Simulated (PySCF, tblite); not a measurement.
Compound: C6H8O.
Numbering: `[CH:1]#[C:2][C:3](=[CH2:4])[O:5][CH2:6][CH3:7]` (hydrogens: H8 on C1; H9, H10 on C4; H11, H12 on C6; H13, H14, H15 on C7)

Computed with GFN2-xTB (tblite), gas phase: Langevin dynamics at 400 K from the optimised GFN2-xTB geometry, time step 0.5 fs, friction 0.01 fs⁻¹, 2000 steps. Over the second half of the run the saved frames average 421 K.

Frame at 250 fs, instantaneous temperature 362 K:
```
atom  x, y, z in Å
C1     -2.718    2.499   -1.044
C2     -2.097    1.508   -0.703
C3     -1.470    0.342   -0.107
C4     -2.222   -0.792   -0.037
O5     -0.181    0.453    0.129
C6      0.686   -0.662    0.319
C7      2.187   -0.308    0.214
H8     -3.263    3.307   -1.441
H9     -1.765   -1.711    0.222
H10    -3.197   -0.822   -0.395
H11     0.566   -1.068    1.395
H12     0.413   -1.386   -0.427
H13     2.707   -1.070    0.752
H14     2.439    0.681    0.558
H15     2.659   -0.352   -0.763
```

Frame at 425 fs, instantaneous temperature 315 K:
```
atom  x, y, z in Å
C1     -2.320    2.596   -0.747
C2     -1.837    1.535   -0.427
C3     -1.464    0.266    0.040
C4     -2.457   -0.515    0.480
O5     -0.094    0.073    0.141
C6      0.563   -1.136    0.332
C7      2.043   -0.845    0.237
H8     -2.642    3.461   -1.218
H9     -2.307   -1.573    0.627
H10    -3.516   -0.221    0.612
H11     0.306   -1.648    1.274
H12     0.119   -1.817   -0.437
H13     2.568   -1.486    0.952
H14     2.147    0.216    0.533
H15     2.363   -1.035   -0.778
```

Frame at 625 fs, instantaneous temperature 522 K:
```
atom  x, y, z in Å
C1     -2.006    3.259   -0.509
C2     -1.980    2.142   -0.135
C3     -1.645    0.747    0.067
C4     -2.563   -0.043    0.650
O5     -0.302    0.501   -0.108
C6      0.191   -0.851    0.090
C7      1.697   -0.860    0.269
H8     -2.101    4.292   -0.760
H9     -2.467   -1.098    0.870
H10    -3.551    0.484    0.850
H11    -0.282   -1.454    0.911
H12    -0.181   -1.382   -0.719
H13     1.962   -1.928    0.226
H14     2.014   -0.336    1.136
H15     2.186   -0.457   -0.561
```

Frame at 800 fs, instantaneous temperature 396 K:
```
atom  x, y, z in Å
C1     -2.282    2.681    1.385
C2     -1.805    1.803    0.743
C3     -1.472    0.537    0.168
C4     -2.320   -0.454    0.469
O5     -0.212    0.461   -0.358
C6      0.382   -0.861   -0.531
C7      1.914   -0.783   -0.581
H8     -2.657    3.533    1.795
H9     -2.052   -1.399   -0.043
H10    -3.218   -0.299    0.981
H11     0.100   -1.398    0.419
H12     0.076   -1.350   -1.350
H13     2.405   -1.745   -0.614
H14     2.323   -0.172    0.262
H15     2.235   -0.275   -1.493
```

Frame at 1000 fs, instantaneous temperature 308 K:
```
atom  x, y, z in Å
C1     -1.656    2.688    1.823
C2     -1.311    1.719    1.137
C3     -1.144    0.527    0.330
C4     -2.137    0.141   -0.459
O5      0.088   -0.002    0.396
C6      0.576   -0.788   -0.615
C7      2.065   -0.481   -0.970
H8     -1.912    3.601    2.329
H9     -2.283   -0.741   -1.099
H10    -3.128    0.520   -0.241
H11     0.531   -1.887   -0.325
H12    -0.077   -0.695   -1.543
H13     2.366   -1.039   -1.849
H14     2.615   -0.952   -0.208
H15     2.287    0.561   -1.046
```

Question: What do single points at PBE0/pcSseg-1 (PySCF, gas phase) give on these frames?

Answer: 
```csv
t (fs),GFN2-xTB E above start (eV),DFT E above lowest frame (eV),HOMO (eV),LUMO (eV),dipole (D)
250,0.52,0.00,-6.50,-0.53,1.72
425,0.55,0.11,-6.61,-0.80,1.31
625,0.66,0.12,-6.65,-0.39,1.48
800,0.63,0.20,-6.69,-0.49,1.64
1000,0.61,0.11,-6.71,-0.68,1.22
```

The two levels order the frames alike by energy but for pairs within 0.08 eV at one level; measured from each level's lowest frame they differ by 0.09 eV at most. The HOMO–LUMO gap runs from 5.81 to 6.26 eV. These are instantaneous structures, not minima.

Question: And the isotropic GIAO shieldings (ppm) from the same runs?

Answer: 
| atom | 250 fs | 425 fs | 625 fs | 800 fs | 1000 fs | mean | range |
| --- | --- | --- | --- | --- | --- | --- | --- |
| C1 | 101.4 | 98.8 | 104.8 | 103.1 | 98.5 | 101.3 | 6.3 |
| C2 | 99.4 | 99.9 | 100.2 | 99.9 | 98.4 | 99.6 | 1.8 |
| C3 | 31.1 | 34.8 | 30.8 | 28.0 | 35.6 | 32.1 | 7.6 |
| C4 | 85.3 | 78.2 | 84.7 | 78.9 | 87.8 | 83.0 | 9.6 |
| O5 | 193.3 | 187.8 | 174.2 | 185.0 | 206.7 | 189.4 | 32.5 |
| C6 | 116.3 | 125.1 | 121.8 | 117.8 | 118.7 | 119.9 | 8.8 |
| C7 | 171.9 | 168.0 | 174.8 | 168.6 | 170.4 | 170.7 | 6.8 |
| H8 | 29.1 | 29.3 | 29.2 | 30.3 | 28.3 | 29.2 | 2.0 |
| H9 | 27.6 | 27.2 | 26.9 | 26.5 | 26.6 | 27.0 | 1.1 |
| H10 | 27.2 | 25.6 | 25.8 | 26.3 | 26.9 | 26.4 | 1.6 |
| H11 | 26.3 | 27.7 | 27.4 | 27.3 | 26.9 | 27.1 | 1.4 |
| H12 | 28.1 | 27.6 | 29.1 | 29.5 | 27.1 | 28.3 | 2.4 |
| H13 | 31.1 | 30.1 | 30.5 | 30.7 | 30.9 | 30.7 | 1.0 |
| H14 | 30.2 | 29.6 | 30.7 | 29.5 | 30.7 | 30.1 | 1.2 |
| H15 | 30.3 | 29.7 | 31.2 | 30.0 | 30.8 | 30.4 | 1.5 |

What follows is the cost of the whole dynamics run. Time: 9.6 s; peak memory 0.19 GiB. Hardware: one thread, Arm Neoverse V1 (aarch64), no GPU, shared host with 32 logical CPUs at a one-minute load of 4.2.
